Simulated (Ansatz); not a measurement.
A short molecular-dynamics run on C2H2BFO2 (`FB1OC=CO1`).

```yaml
crystal:
  periodic: [false, false, false]
  atoms:
    - {symbol: F, position_ang: [0.333207, -0.744717, 2.439032]}
    - {symbol: B, position_ang: [0.169211, -0.368809, 1.192270]}
    - {symbol: O, position_ang: [1.178325, -0.319117, 0.261604]}
    - {symbol: C, position_ang: [0.558462, 0.122480, -0.885624]}
    - {symbol: C, position_ang: [-0.736211, 0.323525, -0.654735]}
    - {symbol: O, position_ang: [-1.032818, 0.024022, 0.655882]}
    - {symbol: H, position_ang: [1.157113, 0.243797, -1.772198]}
    - {symbol: H, position_ang: [-1.535289, 0.661817, -1.292029]}
basis:
  gaussian: {orbitals: "6-31G*"}
hamiltonian: {xc: {name: BLYP}, dispersion: d4}
md: {timestep: 0.5 fs, n_steps: 20, ensemble: nve, temperature: 500, initial_velocities: maxwell_boltzmann, seed: 425}
```

```sh
$ ansatz run in.yaml --threads 2 --pin off --events-out ev --progress --plain --max-ram 4352MiB
```

```csv
step,time (fs),potential energy (eV),kinetic (eV),T (K),conserved (eV)
0,0.0,-9595.0850,0.3878,500,-9594.6973
1,0.5,-9595.0887,0.3915,505,-9594.6972
2,1.0,-9595.0862,0.3891,502,-9594.6971
3,1.5,-9595.0788,0.3818,492,-9594.6971
4,2.0,-9595.0675,0.3704,478,-9594.6970
5,2.5,-9595.0526,0.3556,459,-9594.6970
6,3.0,-9595.0345,0.3375,435,-9594.6970
7,3.5,-9595.0131,0.3161,408,-9594.6970
8,4.0,-9594.9887,0.2918,376,-9594.6970
9,4.5,-9594.9622,0.2653,342,-9594.6969
10,5.0,-9594.9348,0.2380,307,-9594.6968
11,5.5,-9594.9083,0.2117,273,-9594.6966
12,6.0,-9594.8845,0.1879,242,-9594.6966
13,6.5,-9594.8648,0.1683,217,-9594.6965
14,7.0,-9594.8500,0.1535,198,-9594.6965
15,7.5,-9594.8403,0.1438,185,-9594.6965
16,8.0,-9594.8351,0.1385,179,-9594.6966
17,8.5,-9594.8331,0.1364,176,-9594.6967
18,9.0,-9594.8331,0.1364,176,-9594.6968
19,9.5,-9594.8339,0.1371,177,-9594.6968
20,10.0,-9594.8348,0.1379,178,-9594.6968
```

Velocities are drawn at the set temperature; a run this short doesn't reach equilibrium.

Frames (Å, forces in eV/Å):

```xyz
8
time=0.0 fs
F     0.333   -0.745    2.439    0.113   -0.259    0.858
B     0.169   -0.369    1.192    0.021   -0.047    0.157
O     1.178   -0.319    0.262    1.073   -0.281    0.224
C     0.558    0.122   -0.886    0.556    0.107   -0.799
C    -0.736    0.324   -0.655   -0.736    0.306   -0.568
O    -1.033    0.024    0.656   -0.966    0.036    0.588
H     1.157    0.244   -1.772    0.231    0.029   -0.276
H    -1.535    0.662   -1.292   -0.291    0.110   -0.183
8
time=0.5 fs
F     0.333   -0.743    2.436    0.145   -0.304    0.959
B     0.172   -0.372    1.189   -0.243    0.033    0.229
O     1.179   -0.321    0.265    1.153   -0.210   -0.065
C     0.562    0.126   -0.886    0.286    0.048   -0.615
C    -0.737    0.323   -0.658   -0.547    0.191   -0.196
O    -1.035    0.025    0.660   -0.778    0.033    0.340
H     1.149    0.237   -1.777    0.347    0.040   -0.340
H    -1.542    0.654   -1.285   -0.364    0.168   -0.310
8
time=1.0 fs
F     0.332   -0.741    2.434    0.176   -0.348    1.055
B     0.175   -0.375    1.187   -0.507    0.111    0.305
O     1.180   -0.324    0.269    1.231   -0.137   -0.356
C     0.565    0.130   -0.886    0.035   -0.004   -0.462
C    -0.738    0.323   -0.661   -0.377    0.091    0.142
O    -1.038    0.025    0.664   -0.589    0.029    0.097
H     1.142    0.231   -1.783    0.436    0.046   -0.371
H    -1.549    0.646   -1.280   -0.406    0.212   -0.409
8
time=1.5 fs
F     0.332   -0.739    2.431    0.205   -0.390    1.147
B     0.177   -0.379    1.184   -0.765    0.187    0.384
O     1.180   -0.326    0.272    1.303   -0.064   -0.643
C     0.568    0.134   -0.886   -0.185   -0.050   -0.350
C    -0.739    0.323   -0.665   -0.243    0.012    0.433
O    -1.041    0.026    0.668   -0.402    0.022   -0.137
H     1.137    0.225   -1.789    0.493    0.045   -0.360
H    -1.558    0.639   -1.275   -0.407    0.237   -0.473
8
time=2.0 fs
F     0.332   -0.738    2.429    0.232   -0.430    1.232
B     0.179   -0.382    1.181   -1.014    0.261    0.464
O     1.182   -0.328    0.276    1.368    0.009   -0.922
C     0.571    0.138   -0.887   -0.369   -0.093   -0.284
C    -0.740    0.323   -0.668   -0.153   -0.043    0.671
O    -1.044    0.026    0.673   -0.220    0.013   -0.362
H     1.132    0.219   -1.796    0.515    0.041   -0.304
H    -1.567    0.633   -1.271   -0.359    0.243   -0.497
8
time=2.5 fs
F     0.332   -0.736    2.427    0.256   -0.467    1.312
B     0.182   -0.385    1.179   -1.245    0.330    0.543
O     1.183   -0.331    0.279    1.421    0.080   -1.187
C     0.574    0.141   -0.887   -0.516   -0.133   -0.262
C    -0.742    0.322   -0.671   -0.112   -0.076    0.856
O    -1.047    0.027    0.677   -0.045    0.002   -0.575
H     1.128    0.213   -1.805    0.504    0.034   -0.204
H    -1.577    0.627   -1.269   -0.263    0.230   -0.483
8
time=3.0 fs
F     0.331   -0.734    2.425    0.278   -0.501    1.385
B     0.184   -0.388    1.176   -1.455    0.396    0.617
O     1.184   -0.333    0.282    1.458    0.149   -1.434
C     0.577    0.145   -0.888   -0.629   -0.174   -0.278
C    -0.743    0.322   -0.674   -0.113   -0.089    0.992
O    -1.050    0.028    0.681    0.120   -0.010   -0.776
H     1.126    0.207   -1.813    0.466    0.027   -0.070
H    -1.588    0.621   -1.267   -0.126    0.202   -0.436
8
time=3.5 fs
F     0.331   -0.733    2.423    0.297   -0.533    1.450
B     0.185   -0.391    1.174   -1.638    0.457    0.684
O     1.186   -0.335    0.285    1.478    0.216   -1.658
C     0.580    0.149   -0.888   -0.716   -0.217   -0.319
C    -0.744    0.322   -0.677   -0.144   -0.087    1.087
O    -1.053    0.028    0.685    0.275   -0.023   -0.964
H     1.125    0.201   -1.822    0.409    0.023    0.086
H    -1.599    0.617   -1.267    0.040    0.165   -0.365
8
time=4.0 fs
F     0.331   -0.731    2.421    0.312   -0.562    1.508
B     0.186   -0.394    1.172   -1.790    0.514    0.741
O     1.188   -0.338    0.288    1.476    0.280   -1.856
C     0.582    0.153   -0.889   -0.783   -0.264   -0.371
C    -0.745    0.322   -0.680   -0.192   -0.076    1.150
O    -1.055    0.029    0.688    0.417   -0.037   -1.140
H     1.125    0.195   -1.830    0.340    0.022    0.249
H    -1.610    0.612   -1.267    0.220    0.123   -0.281
8
time=4.5 fs
F     0.331   -0.730    2.420    0.324   -0.587    1.558
B     0.187   -0.397    1.170   -1.906    0.566    0.785
O     1.190   -0.340    0.290    1.449    0.342   -2.025
C     0.585    0.156   -0.890   -0.840   -0.316   -0.420
C    -0.747    0.321   -0.682   -0.239   -0.061    1.191
O    -1.058    0.029    0.692    0.546   -0.050   -1.302
H     1.125    0.189   -1.838    0.268    0.025    0.407
H    -1.621    0.608   -1.269    0.397    0.082   -0.194
8
time=5.0 fs
F     0.331   -0.728    2.418    0.333   -0.610    1.600
B     0.187   -0.400    1.168   -1.984    0.613    0.814
O     1.193   -0.342    0.292    1.396    0.400   -2.164
C     0.587    0.160   -0.890   -0.893   -0.372   -0.452
C    -0.748    0.321   -0.684   -0.272   -0.047    1.219
O    -1.061    0.030    0.695    0.662   -0.063   -1.451
H     1.127    0.183   -1.845    0.200    0.033    0.545
H    -1.630    0.604   -1.270    0.558    0.046   -0.111
8
time=5.5 fs
F     0.331   -0.727    2.417    0.338   -0.629    1.633
B     0.187   -0.402    1.166   -2.022    0.655    0.827
O     1.195   -0.344    0.294    1.316    0.455   -2.270
C     0.589    0.163   -0.891   -0.947   -0.432   -0.459
C    -0.750    0.321   -0.686   -0.280   -0.037    1.241
O    -1.064    0.031    0.699    0.763   -0.076   -1.586
H     1.129    0.178   -1.851    0.141    0.045    0.654
H    -1.638    0.600   -1.272    0.691    0.019   -0.041
8
time=6.0 fs
F     0.331   -0.726    2.416    0.340   -0.645    1.656
B     0.187   -0.405    1.165   -2.018    0.693    0.825
O     1.198   -0.346    0.295    1.207    0.507   -2.344
C     0.591    0.167   -0.892   -1.007   -0.496   -0.432
C    -0.751    0.320   -0.687   -0.254   -0.033    1.262
O    -1.066    0.031    0.701    0.849   -0.089   -1.708
H     1.131    0.172   -1.855    0.094    0.061    0.728
H    -1.645    0.596   -1.274    0.789    0.002    0.012
8
time=6.5 fs
F     0.331   -0.725    2.416    0.338   -0.657    1.671
B     0.186   -0.407    1.164   -1.974    0.725    0.808
O     1.201   -0.348    0.296    1.070    0.556   -2.385
C     0.593    0.170   -0.893   -1.073   -0.563   -0.370
C    -0.753    0.320   -0.689   -0.190   -0.036    1.286
O    -1.068    0.032    0.704    0.921   -0.100   -1.816
H     1.133    0.167   -1.857    0.063    0.080    0.761
H    -1.650    0.592   -1.276    0.845   -0.004    0.046
8
time=7.0 fs
F     0.331   -0.724    2.415    0.333   -0.666    1.675
B     0.184   -0.409    1.163   -1.891    0.752    0.777
O     1.204   -0.350    0.297    0.907    0.601   -2.396
C     0.594    0.173   -0.894   -1.146   -0.631   -0.269
C    -0.754    0.320   -0.690   -0.086   -0.047    1.314
O    -1.071    0.032    0.707    0.978   -0.110   -1.912
H     1.135    0.162   -1.858    0.048    0.100    0.753
H    -1.652    0.588   -1.278    0.857    0.001    0.058
8
time=7.5 fs
F     0.331   -0.723    2.415    0.325   -0.671    1.670
B     0.182   -0.411    1.162   -1.771    0.773    0.735
O     1.207   -0.352    0.297    0.722    0.643   -2.378
C     0.596    0.176   -0.896   -1.226   -0.700   -0.132
C    -0.756    0.319   -0.691    0.056   -0.064    1.348
O    -1.073    0.033    0.709    1.022   -0.119   -1.994
H     1.138    0.157   -1.857    0.049    0.121    0.703
H    -1.653    0.585   -1.280    0.825    0.017    0.049
8
time=8.0 fs
F     0.331   -0.722    2.415    0.313   -0.672    1.654
B     0.180   -0.413    1.161   -1.618    0.788    0.684
O     1.211   -0.354    0.297    0.515    0.681   -2.333
C     0.597    0.179   -0.897   -1.310   -0.768    0.037
C    -0.757    0.319   -0.691    0.233   -0.087    1.387
O    -1.075    0.033    0.711    1.051   -0.127   -2.064
H     1.141    0.152   -1.854    0.066    0.142    0.616
H    -1.651    0.581   -1.282    0.751    0.043    0.018
8
time=8.5 fs
F     0.331   -0.721    2.415    0.298   -0.670    1.628
B     0.178   -0.414    1.161   -1.434    0.797    0.629
O     1.214   -0.355    0.297    0.293    0.717   -2.264
C     0.597    0.182   -0.898   -1.394   -0.835    0.233
C    -0.759    0.319   -0.692    0.436   -0.114    1.430
O    -1.076    0.034    0.712    1.067   -0.134   -2.120
H     1.144    0.148   -1.849    0.095    0.163    0.495
H    -1.648    0.577   -1.283    0.639    0.077   -0.031
8
time=9.0 fs
F     0.332   -0.721    2.416    0.280   -0.665    1.591
B     0.175   -0.416    1.160   -1.226    0.799    0.573
O     1.218   -0.357    0.296    0.058    0.749   -2.174
C     0.598    0.185   -0.899   -1.472   -0.900    0.446
C    -0.760    0.318   -0.692    0.658   -0.143    1.473
O    -1.078    0.034    0.713    1.071   -0.139   -2.164
H     1.147    0.144   -1.844    0.134    0.182    0.350
H    -1.644    0.574   -1.285    0.498    0.118   -0.094
8
time=9.5 fs
F     0.332   -0.720    2.416    0.259   -0.656    1.543
B     0.171   -0.417    1.160   -0.997    0.795    0.518
O     1.221   -0.358    0.295   -0.185    0.777   -2.066
C     0.598    0.187   -0.900   -1.537   -0.962    0.665
C    -0.762    0.318   -0.691    0.883   -0.172    1.511
O    -1.079    0.035    0.714    1.063   -0.144   -2.196
H     1.150    0.140   -1.837    0.177    0.200    0.191
H    -1.638    0.570   -1.287    0.338    0.162   -0.166
8
time=10.0 fs
F     0.332   -0.720    2.417    0.235   -0.643    1.485
B     0.168   -0.418    1.160   -0.753    0.784    0.468
O     1.225   -0.360    0.293   -0.431    0.802   -1.943
C     0.598    0.189   -0.901   -1.582   -1.022    0.875
C    -0.763    0.317   -0.691    1.098   -0.195    1.538
O    -1.081    0.035    0.715    1.044   -0.148   -2.214
H     1.154    0.137   -1.830    0.217    0.217    0.031
H    -1.631    0.567   -1.289    0.172    0.205   -0.240
```

Hardware: 2 threads of an Arm Neoverse V2 on a shared host. Wall time 30 s, peak host memory 0.16 GiB.
